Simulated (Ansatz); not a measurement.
`OC[SiH2]S` + silanol → `[SiH3]OC[SiH2]S` + H₂O  (substitution at a C–O bond)

Program: Ansatz. Geometries: PBE0-D4/def2-TZVP. ΔE: electronic, gas phase. CCSD(T)/CBS is the MP2 limit (def2-TZVPP, def2-QZVPP) plus CCSD(T) − MP2 in def2-TZVPP, frozen cores. This one scheme is used for every species. Functionals use def2-TZVPP. B3LYP here is the variant with VWN-RPA as its local correlation; programs differ in this. One conformer a species, not always the lowest.

(1) Is it downhill or uphill in electronic energy at CCSD(T)/CBS, and by how much? (Estimate.)

(2) What do these levels give: B3LYP-D4, RPA@PBE/def2-TZVPP, CCSD(T)/def2-SVP, CCSD/def2-TZVPP, HF/def2-QZVPP, MP2/CBS(def2)? (Best estimate.)

Largest T1 diagnostic among the species: 0.012.

Results:

(1) The calculation gave: Downhill: ΔE = -0.06 eV.

(2) The calculation gave: B3LYP-D4 -0.06, RPA@PBE/def2-TZVPP -0.05, CCSD(T)/def2-SVP -0.04, CCSD/def2-TZVPP -0.04, HF/def2-QZVPP 0.02, MP2/CBS(def2) -0.07 eV.

In def2-TZVPP, CCSD(T) changes the Hartree–Fock value by −0.08 eV (the triples alone add −0.01 eV) and MP2 by −0.09 eV. Leaving LDA and LC-ωPBE aside and taking each functional with its dispersion term where it has one, the values, not all of them listed here, spread over 0.06 eV, from BLYP-D4 to B2PLYP. The D4 term adds −0.08 eV with B3LYP and −0.05 eV with PBE0; it sums over pairs of atoms, weighted by their polarisabilities, and B3LYP, whose exchange is more repulsive, gets the larger term.
